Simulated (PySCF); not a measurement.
C7H9Br.
Atom-mapped SMILES: `[CH2:1]=[CH:2]/[CH:3]=[CH:4]/[C:5](=[CH2:6])[CH2:7][Br:8]` (hydrogens: H9, H10 on C1; H11 on C2; H12 on C3; H13 on C4; H14, H15 on C6; H16, H17 on C7)

Method used: PBE0-D3(BJ)/def2-SVP geometry optimisation, gas phase in PySCF.

Problem. Give the optimised bond lengths and angles.

Solution. 
```csv
bond,length (Å)
C1=C2,1.342
C2–C3,1.448
C3=C4,1.350
C4–C5,1.457
C5=C6,1.347
C5–C7,1.495
C7–Br8,1.959
C1–H9,1.092
C1–H10,1.094
C2–H11,1.097
C3–H12,1.096
C4–H13,1.096
C6–H14,1.093
C6–H15,1.093
"C7–H16, C7–H17",1.096
```

Bonds in one row agree within 0.01 Å and their mean is given. A selection of angles:
```csv
angle,degrees
C1–C2–C3,124.2
C2–C3–C4,123.6
C3–C4–C5,126.2
C4–C5–C6,120.7
C4–C5–C7,119.7
C6–C5–C7,119.6
C5–C7–Br8,112.7
```

Dihedral angles: C1–C2–C3–C4 180° (antiperiplanar); C2–C3–C4–C5 179° (antiperiplanar); C3–C4–C5–C6 179° (antiperiplanar); C4–C5–C7–Br8 74° (synclinal). The mirror-image conformer, all signs reversed, is as good.

Of the pairs four or more bonds apart, C7···H12 is among the closest relative to their van der Waals radii: 2.68 Å, 92 % of the sum of Bondi's values. The 6 C–C bonds span 1.342 Å (C1=C2, drawn double) to 1.495 Å (C5–C7, drawn single), a spread of 0.153 Å.

Point group: C1 (no symmetry element, even within 0.4 Å). Not checked by PBE0-D3(BJ)/def2-SVP frequencies. The numbers are those of one conformer.
